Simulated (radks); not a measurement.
Kr+, configuration [Ar] 3d10 4s2 4p5. Method: scalar-relativistic Kohn-Sham, exchange-only PBE, spin-polarised, spherical densities, point nucleus; open shells are filled with parallel spins first; computed with a radial shooting solver on a logarithmic mesh with Libxc functionals.

Unscreened Slater integrals over Kohn-Sham orbitals (cm^-1). They are taken over the spin-up orbitals.

\begin{tabular}{lr}
integral & value \\ \hline
F0(4p,4p) & 108020 \\
F2(4p,4p) & 56198 \\
F0(4p,4s) & 116880 \\
G1(4p,4s) & 77310 \\
F0(4p,3d) & 141470 \\
F2(4p,3d) & 28926 \\
G1(4p,3d) & 9523.0 \\
G3(4p,3d) & 8816.3 \\
F0(4s,4s) & 128550 \\
F0(4s,3d) & 164360 \\
G2(4s,3d) & 13796 \\
F0(3d,3d) & 361790 \\
F2(3d,3d) & 173800 \\
F4(3d,3d) & 109460 \\
\end{tabular}

Derived for the open shells (J is the average intra-shell exchange parameter used in DFT+U). 4p: J = F2/5 = 11240 cm^-1.
